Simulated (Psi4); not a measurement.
A dimer, HCl ··· Na+ (SMILES Cl and [Na+]) (charge +1); the first 2 atoms form monomer A.

```
3

Cl     0.6410     0.0000     0.0000
H     -0.6410     0.0000     0.0000
Na     3.1633     0.9649     0.0095
```

Problem. What interaction energy does Psi4 1.11 with SAPT0/jun-cc-pVDZ, all electrons correlated give, and which attractive term is the largest?

Solution. Total -22.48 kJ/mol: electrostatics -10.48, exchange 11.31, induction -23.06, dispersion -0.25. The most attractive term is induction.
